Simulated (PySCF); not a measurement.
CH₄FGaO. Atoms are numbered in the order given.

```xyz
8

Ga    -0.3186    -0.4416     0.0000
H     -1.8635    -0.5741     0.0000
F      0.7162    -1.8552     0.0000
O      0.6203     1.0655     0.0000
C      0.0834     2.3670     0.0000
H      0.4287     2.9207    -0.8916
H      0.4287     2.9207     0.8916
H     -1.0245     2.3918     0.0000
```

Geometry: B3LYP-D3(BJ)/def2-SVP. The structure was generated by enumeration; whether it is a known compound was not checked. Other conformers were not sampled.

The numbers are results of PBE0/pcSseg-1 run with PySCF, not measurements.

GIAO shieldings, no solvent; atoms alike by connectivity are averaged. δ = σ(ref) − σ: ¹H against TMS (σ = 31.56 ppm); ¹⁹F against CFCl3 (σ = 167.2 ppm); ¹⁷O against H2O (σ = 334.2 ppm); ¹³C against TMS (σ = 186.3 ppm), references at their B3LYP-D3(BJ)/def2-TZVP geometries, non-relativistic.

Computed chemical shifts:
```
nucleus       atoms  count  δ (ppm)
-------  ----------  -----  -------
¹H               H2      1     5.70
¹H       H6, H7, H8      3     4.32
¹⁹F              F3      1   -156.9
¹⁷O              O4      1     91.2
¹³C              C5      1     58.7
```
